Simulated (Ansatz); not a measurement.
Consider the ligand exchange at the Si–O bond: `CO[Si](S)(Cl)OC` + H–F → `CO[Si](F)(S)Cl` + CH₃OH.

Gas-phase electronic energies from Ansatz, PBE0-D4/def2-TZVP geometries. CBS: MP2 limit from def2 TZ/QZ plus the TZ coupled-cluster correction, frozen cores. This one scheme is used for every species. Functionals use def2-TZVPP. One conformer a species, not always the lowest.

```csv
level,ΔE (kcal/mol),difference from CCSD(T)/CBS
PBE-D4,-7.7,-0.8
PBE0-D4,-7.4,-0.5
r2SCAN,-9.1,-2.2
PBE0,-9.0,-2.1
MP2/def2-TZVPP,-6.1,0.8
CCSD/def2-TZVPP,-7.6,-0.7
HF/def2-QZVPP,-10.8,-3.9
SCS-MP2/def2-QZVPP,-7.3,-0.4
MP2/CBS(def2),-6.0,0.9
CCSD/CBS(def2),-7.5,-0.6
CCSD(T)/CBS,-6.9,0
```

Largest T1 diagnostic among the species: 0.011.

The D4 term adds +2.7 kcal/mol with B3LYP and +1.6 kcal/mol with PBE0; it sums over pairs of atoms, weighted by their polarisabilities, and B3LYP, whose exchange is more repulsive, gets the larger term. In def2-TZVPP, CCSD(T) changes the Hartree–Fock value by +3.5 kcal/mol (the triples alone add +0.6 kcal/mol) and MP2 by +4.4 kcal/mol.

B3LYP here is the variant with VWN-RPA as its local correlation; programs differ in this.
